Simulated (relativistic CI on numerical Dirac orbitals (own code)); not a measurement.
## Energy levels of Ba37+

Method of calculation: Dirac-Coulomb-Breit CI, separate exchange-only KLI orbitals for each configuration, model QED (radiative potential, 1s self-energy scaled to tabulated hydrogen-like ionisation energies), unscaled Slater integrals (own radial code, finite nucleus).

CI space (outside the closed core [Ne]): 3s2.3p6.3d, 3s2.3p5.3d2, 3s.3p6.3d2, 3s2.3p6.4s, 3s2.3p6.4p, 3s2.3p6.4d, 3s2.3p5.3d.4s, 3s2.3p6.4f, 3s2.3p5.3d.4p, 3s2.3p5.3d.4d, 3s.3p6.3d.4s, 3p6.3d2.4p, 3s2.3p5.3d.4f, 3s.3p6.3d.4p, 3s.3p6.3d.4d, 3s2.3p6.5s, 3s2.3p6.5p, 3s.3p6.3d.4f, 3s2.3p6.5d, 3s2.3p6.5f, 3s2.3p6.5g, 3p6.3d3, 3p5.3d4, 3p5.3d3.4s, 3p6.3d2.4s, 3p5.3d2.4s2, 3p6.3d2.4d, 3p5.3d3.4d, 3p5.3d2.4s.4d. Double excitations out of closed p, d and f shells are left out; levels of such configurations are missing from the list, as are those of other unlisted configurations, and high levels can miss mixing partners. These lack a partner that the ground configuration has and come out too high: 3s2.3p5.3d.4p, 3s2.3p5.3d.4f.

The lowest level is 3s2.3p6.3d 2D_3/2, with 100 % of that term; Hund's rules for 3s2.3p6.3d give 2D with J = 3/2, in agreement.

```tsv
No.	Configuration	Term	J	E (cm⁻¹)	%	Next component (%)
1	3s2.3p6.3d	2D	3/2	0	100	
2	3s2.3p6.3d	2D	5/2	162891	100	
3	3p5.3d2(3F)	4D°	1/2	1392485	90	9 2P°
4	3p5.3d2(3F)	4D°	3/2	1400814	55	21 4F°
5	3p5.3d2(3F)	4F°	5/2	1440308	39	18 2D°
6	3p5.3d2(3F)	4G°	7/2	1464632	39	30 2G°
7	3p5.3d2(3F)	4D°	5/2	1540860	48	22 2F°
8	3p5.3d2(3P)	4P°	3/2	1563820	37	18 2P°
9	3p5.3d2(3F)	4G°	9/2	1569835	73	14 2G°
10	3p5.3d2(3P)	4D°	7/2	1575547	48	35 4F°
11	3p5.3d2(1D)	2D°	3/2	1601807	37	35 4D°
12	3p5.3d2(3P)	4P°	5/2	1613572	47	29 2F°
13	3p5.3d2(3F)	4G°	11/2	1620317	62	38 2H°
14	3p5.3d2(3F)	2G°	7/2	1637894	42	31 2F°
15	3p5.3d2(3P)	4P°	1/2	1670775	38	29 2P°
16	3p5.3d2(1D)	2F°	7/2	1695110	44	32 4D°
17	3p5.3d2(1D)	2D°	5/2	1707055	41	40 4D°
18	3p5.3d2(3F)	4F°	9/2	1713188	45	45 2G°
19	3p5.3d2(3P)	2D°	3/2	1723525	29	25 4S°
20	3p5.3d2(1G)	2H°	11/2	1755573	62	38 4G°
21	3p5.3d2(1D)	2D°	5/2	1780155	50	18 2F°
22	3p5.3d2(3P)	2D°	3/2	1809403	39	30 4F°
23	3p5.3d2(1D)	2F°	7/2	1818282	52	36 4D°
24	3p5.3d2(1G)	2G°	9/2	1822672	56	24 2H°
25	3p5.3d2(1D)	2P°	1/2	1841420	64	18 4P°
26	3p5.3d2(1G)	2F°	5/2	1859896	70	21 4G°
27	3p5.3d2(3P)	2P°	1/2	1930017	50	32 4D°
28	3p5.3d2(1G)	2G°	7/2	1957427	39	30 2F°
29	3p5.3d2(1S)	2P°	3/2	1994650	50	28 2D°
30	3p5.3d2(3F)	2D°	5/2	2017822	30	25 4D°
31	3p5.3d2(1S)	2P°	3/2	2054394	52	16 4S°
32	3p5.3d2(3F)	2F°	5/2	2220135	56	36 4G°
33	3p5.3d2(3F)	4G°	7/2	2311266	45	26 2G°
34	3p5.3d2(3F)	2D°	5/2	2338199	33	22 2F°
35	3p5.3d2(3P)	4D°	3/2	2362332	37	33 2D°
36	3p5.3d2(3P)	4P°	1/2	2381324	37	33 2S°
37	3p5.3d2(3F)	2G°	9/2	2383814	41	34 2H°
38	3p5.3d2(3P)	2P°	1/2	2458532	61	26 4D°
39	3p5.3d2(3F)	4D°	7/2	2481875	41	35 2F°
40	3p5.3d2(3F)	2D°	3/2	2515175	66	11 4F°
41	3p5.3d2(3F)	2G°	9/2	2541590	44	32 2H°
42	3p5.3d2(1D)	2P°	3/2	2551535	36	36 2D°
43	3p5.3d2(3P)	2D°	5/2	2574825	37	36 2F°
44	3p5.3d2(1G)	2F°	7/2	2593038	66	31 2G°
45	3p5.3d2(3F)	2D°	5/2	2614993	66	13 2F°
```

Energies count from the lowest computed level; ° marks odd parity. Percentages are summed over parent terms; the parents shown are those of the largest component, closed shells are left out there.

The mean weight of the leading LS term, summed over parents, in these 45 levels is 51 %, and that of the leading jj configuration (from the same eigenvectors) 87 %, so jj coupling describes them better and the LS labels are nominal.

At this charge energies of transitions that change n are usually good to better than 1 %, and those within a shell (Δn = 0) to a few per cent.

LS names give the leading component of a level, which can be under half, so a name can repeat, a term be missing and a line seem to break the LS rules.
